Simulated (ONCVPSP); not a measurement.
Building the ONCV potential for vanadium (LDA (Perdew-Wang 92), scalar-relativistic).

V, optimised norm-conserving Vanderbilt (ONCV), made with ONCVPSP 4.0.1 (LDA (Perdew-Wang 92), scalar-relativistic). Core [Ne], reference 3s2 3p6 3d3 4s1.75 (charge +0.25). Waves: 3s+4s: rc 1.65 bohr, ncon 3, nbas 7, qcut 7.2 1/bohr, 2 projectors; 3p: rc 1.35 bohr, ncon 3, nbas 7, qcut 12.5 1/bohr, 2 projectors, debl 1.8 Ha; 3d: rc 2.10 bohr, ncon 4, nbas 8, qcut 8.2 1/bohr, 2 projectors, debl 2.8 Ha. Local part: polynomial inside 1.05 bohr (lpopt 3, dvloc0 6 Ha). Core correction: Teter function, fcfact 3.25, rcfact 1.7.

What the tests gave:

* Cutoffs needed: 31 Ha and 48 Ha (the cutoffs (Ha) at which the residual kinetic energy of the hardest occupied pseudo-wave falls to 1 and 0.1 mHa per electron)
* Ghost test: no bound ghost flagged; no localised positive-energy state flagged
* Largest excitation error: +11 meV (all-electron minus pseudo) for 3s2 3p6 3d3.5 4s1.5, out of 4 test configurations
* rms error of d²Exc/dni dnj: 3.11 mHa without and 1.76 mHa with the model core

Generation and tests took about 3.6 s on one core of a shared server CPU.
